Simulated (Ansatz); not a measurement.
Reaction (ligand exchange at the Si–S bond): `C[SiH](S)Cl` + HCl → `C[SiH](Cl)Cl` + H₂S

Computed with Ansatz on PBE0-D4/def2-TZVP structures; ΔE is electronic, products minus reactants. CBS: MP2 limit from def2 TZ/QZ plus the TZ coupled-cluster correction, frozen cores. This one scheme is used for every species. DFT in def2-TZVPP. HSE06 is defined as in plane-wave codes. Each species was taken in one conformer, which may not be the lowest.

```
         level  ΔE (kJ/mol)  difference from CCSD(T)/CBS
   LDA (SPW92)        -35.1                          4.6
        PBE-D4        -34.9                          4.8
        B97M-V        -42.0                         -2.3
       ωB97X-V        -41.5                         -1.8
        B2PLYP        -42.3                         -2.6
       r2SCAN0        -41.2                         -1.5
         HSE06        -38.5                          1.2
         BHLYP        -46.0                         -6.3
  HF/CBS(def2)        -50.8                        -11.1
CCSD/CBS(def2)        -41.4                         -1.7
   CCSD(T)/CBS        -39.7                            0
```

Largest T1 diagnostic among the species: 0.010.

Leaving LDA and LC-ωPBE aside and taking each functional with its dispersion term where it has one, the values, not all of them listed here, spread over 9.3 kJ/mol, from BHLYP-D4 to revPBE-D4. From BLYP to BHLYP (50 % exact exchange), in def2-TZVPP and without D4, ΔE moves by −3.6 kJ/mol.
